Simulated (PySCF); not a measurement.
Correlation energy of F³⁺ (fluorine, charge +3)

[He] 2s2 2p2, high-spin 3P determinant. All numbers are calculated (PySCF 2.14, scalar relativity by spin-free X2C-1e, in aug-cc-pCVTZ-DK with one added diffuse shell each of s, p, d, f type (8s7p5d3f, 75 functions)). Frozen: 1s2; 4 electrons correlated.

| level | correlation energy (mhartree) |
| --- | --- |
| CCSD | -104.12 |
| (T) | -1.20 |
| CCSD(T) | -105.32 |

Diagnostics: T1 = 0.0038, D1 = 0.0078, largest double amplitude 0.121.

Cost of the coupled-cluster step: roughly 5 core-seconds, for 4 correlated electrons.
